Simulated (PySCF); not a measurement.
Species: C₂H₆OSSi.
Bonds: C1–C2, C2–S3 (double), C2–Si4, Si4–O5. Hydrogens: H6, H7, H8 on C1; H9, H10 on Si4; H11 on O5.

The same species was optimised twice, with GFN2-xTB and with PBE0-D3(BJ)/def2-SVP (PySCF), and the same property calculations (PySCF, gas phase) were run on both structures.

```
      coordinate  GFN2-xTB  PBE0-D3(BJ)/def2-SVP  change
      Si4–O5 (Å)     1.614                 1.652  +0.038
      Si4–H9 (Å)     1.459                 1.494  +0.035
     Si4–H10 (Å)     1.459                 1.493  +0.034
      O5–H11 (Å)     0.960                 0.975  +0.015
       C1–H7 (Å)     1.090                 1.104  +0.014
       C1–H6 (Å)     1.090                 1.104  +0.014
       C1–H8 (Å)     1.089                 1.099  +0.010
       C1–C2 (Å)     1.483                 1.490  +0.007
       C2=S3 (Å)     1.632                 1.631  -0.001
      C2–Si4 (Å)     1.908                 1.909  +0.001
  Si4–O5–H11 (°)     118.8                 109.3    -9.5
  H9–Si4–H10 (°)     114.2                 108.7    -5.5
   O5–Si4–H9 (°)     109.6                 112.5    +2.9
   S3–C2–Si4 (°)     119.0                 116.3    -2.7
    C1–C2–S3 (°)     120.9                 123.3    +2.4
  O5–Si4–H10 (°)     109.6                 111.9    +2.3
    H6–C1–H7 (°)     106.9                 105.9    -1.0
  C2–Si4–H10 (°)     107.9                 108.7    +0.8
C1–C2–Si4–O5 (°)       180                   177      -3
```

Rotational constants: A = 4352, B = 2427, C = 1603 MHz (GFN2-xTB) against A = 4231, B = 2481, C = 1610 MHz (PBE0-D3(BJ)/def2-SVP).

On the GFN2-xTB structure: HOMO (eV) -6.70 [PBE0/pcSseg-1]; LUMO (eV) -2.59 [PBE0/pcSseg-1]; dipole (D) 2.18 [PBE0/pcSseg-1]; GIAO shielding of C1 (ppm) 138.6 [PBE0/pcSseg-1]; GIAO shielding of C2 (ppm) -141.3 [PBE0/pcSseg-1]; GIAO shielding of S3 (ppm) -726.8 [PBE0/pcSseg-1]; GIAO shielding of Si4 (ppm) 396.0 [PBE0/pcSseg-1]; GIAO shielding of O5 (ppm) 324.1 [PBE0/pcSseg-1].

Task: What do these properties become on the PBE0-D3(BJ)/def2-SVP structure?

Result: 
| property | level | on GFN2-xTB | on PBE0-D3(BJ)/def2-SVP | change |
| --- | --- | --- | --- | --- |
| HOMO (eV) | PBE0/pcSseg-1 | -6.70 | -6.88 | -0.18 |
| LUMO (eV) | PBE0/pcSseg-1 | -2.59 | -2.74 | -0.15 |
| dipole (D) | PBE0/pcSseg-1 | 2.18 | 2.57 | +0.39 |
| energy, GFN2-xTB geometry as zero (kcal/mol) | PBE0/pcSseg-1 | 0.0 | -1.8 | -1.8 |
| GIAO shielding of C1 (ppm) | PBE0/pcSseg-1 | 138.6 | 138.2 | -0.4 |
| GIAO shielding of C2 (ppm) | PBE0/pcSseg-1 | -141.3 | -140.9 | +0.4 |
| GIAO shielding of S3 (ppm) | PBE0/pcSseg-1 | -726.8 | -698.4 | +28.4 |
| GIAO shielding of Si4 (ppm) | PBE0/pcSseg-1 | 396.0 | 394.9 | -1.1 |
| GIAO shielding of O5 (ppm) | PBE0/pcSseg-1 | 324.1 | 312.3 | -11.8 |

The heavy atoms differ by 0.037 Å rms after alignment. Among all bonds Si4–O5 changes most (+0.038 Å). Changes are differences of the printed values. Neither structure is proved a minimum here.

Shape of the structure used: `[CH3:1][C:2](=[S:3])[SiH2:4][OH:5]`: C1–C2–Si4–O5 177°, H–O5–Si4–C2 3°.
